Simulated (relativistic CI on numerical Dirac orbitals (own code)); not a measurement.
## How well does a small relativistic CI reproduce Te⁶⁺?

Calculated at this level of theory: Dirac-Coulomb-Breit CI, KLI orbitals optimised for each configuration, model QED (radiative potential, 1s self-energy scaled to tabulated hydrogen-like ionisation energies), valence Slater integrals scaled by 0.9, P86 correlation estimate, and configurations built on the next ion tied to the tabulated ionisation energy (semi-empirical) (own radial code, finite nucleus).

Configuration list (outside the closed core [Ar] 3d10): 4s2 4p6 4d10, 4s2 4p6 4d9 5s, 4s2 4p6 4d9 5p, 4s2 4p6 4d9 5d, 4s2 4p6 4d9 6s, 4s2 4p6 4d9 4f, 4s2 4p6 4d9 5f, 4s2 4p6 4d8 4f2, 4s2 4p6 4d8 5s2, 4s2 4p6 4d9 6p, 4s2 4p6 4d9 6d, 4s2 4p5 4d10 4f, 4s2 4p6 4d8 5s 5p, 4s2 4p6 4d9 5g, 4s2 4p6 4d9 6f, 4s2 4p6 4d8 5p2, 4s2 4p6 4d8 4f 5s, 4s2 4p5 4d10 5s, 4s 4p6 4d10 4f, 4s2 4p6 4d8 4f 5p, 4s2 4p5 4d10 5p, 4s2 4p4 4d10 4f2. Levels of other configurations are missing.

```tsv
Configuration	Term (tabulated)	J	Measured (cm⁻¹)	Computed	Error	Purity (%)
4s2 4p6 4d10	1S	0	0.0	0	0	98
4s2 4p6 4d9 5s	3D	3	309000.0	312505	3505	99
4s2 4p6 4d9 5s	3D	2	312090.0	315490	3400	65
4s2 4p6 4d9 5s	3D	1	320370.0	324498	4128	99
4s2 4p6 4d9 5s	1D	2	323620.0	327774	4154	65
4s2 4p6 4d9 5p	3P°	2	409310.0	414646	5336	83
4s2 4p6 4d9 5p	3F°	3	412640.0	418298	5658	56
4s2 4p6 4d9 5p	3P°	1	422870.0	427567	4697	86
4s2 4p6 4d9 5p	3F°	4	422940.0	429030	6090	100
4s2 4p6 4d9 5p	3D°	3	429910.0	436600	6690	70
4s2 4p6 4d9 5p	3P°	0	430050.0	436039	5989	100
4s2 4p6 4d9 5p	1P°	1	430410.0	437543	7133	84
4s2 4p6 4d9 5p	3D°	1	438960.0	445844	6884	71
```

Measured levels from Moore, Atomic Energy Levels, vol. III, NSRDS-NBS 35 (1971 reprint of NBS Circular 467, 1958); pairs were made by configuration, J and term (by order where the table uses no LS term), so strongly mixed levels may be paired wrongly. The analysis dates from before 1960.

Mean error by configuration (cm⁻¹): 4s2 4p6 4d9 5s 3797; 4s2 4p6 4d9 5p 6060. Over the excited levels the mean absolute error is 5305 cm⁻¹ (12 of the 14 excited levels that our extract of the source holds in range could be paired, and the others can miss by more), and the median relative error of those above 1,000 cm⁻¹ is 1.3 %.
